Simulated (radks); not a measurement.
The numbers below are computed, except where a source is named.
Xe4+, configuration [Kr] 4d10 5s1.75 5p2.25 (fractional occupations, a model configuration).

Level of theory: Dirac Kohn-Sham, LDA (Slater exchange, Perdew-Wang correlation), spin-unpolarised, spherical densities, finite nucleus; open shells fill j = l - 1/2 first; Fermi nuclear charge, rms radius 4.7859 fm (a radial shooting solver on a logarithmic mesh with Libxc functionals).

Energy parts (eV):
total: -202452.777
kinetic: 215026.524
electron-nucleus: -490094.855
Hartree: 77504.505
exchange-correlation: -4888.951

Orbitals (lengths in bohr, moments of r in powers of bohr; r(max) is where P^2 peaks; r(90%) holds 90 % of the orbital's charge):
orbital  occ.  eigenvalue (eV)   r(max)  r(90%)
1s1/2       2        -34354.77  0.01717  0.0480
2s1/2       2        -5386.128  0.09720   0.177
2p1/2       2        -5066.010  0.07439   0.158
2p3/2       4        -4741.798  0.07928   0.166
3s1/2       2        -1138.940   0.2795   0.451
3p1/2       2        -1005.564   0.2658   0.446
3p3/2       4        -944.0019   0.2767   0.462
3d3/2       4        -708.2950   0.2239   0.438
3d5/2       6        -695.2679   0.2270   0.443
4s1/2       2        -243.6556   0.6609    1.03
4p1/2       2        -196.3457   0.6762    1.09
4p3/2       4        -183.9103   0.7008    1.13
4d3/2       4        -107.1216   0.7422    1.31
4d5/2       6        -105.0987   0.7507    1.33
5s1/2    1.75         -62.0607    1.561    2.43
5p1/2       2         -49.4207    1.713    2.72
5p3/2    0.25         -47.5012    1.774    2.80

The highest occupied level is 5p3/2 at -47.501 eV. The density falls to 0.001 e/bohr^3 at r = 3.41 bohr. The electron density at the nucleus is 2.705e+05 e/bohr^3.
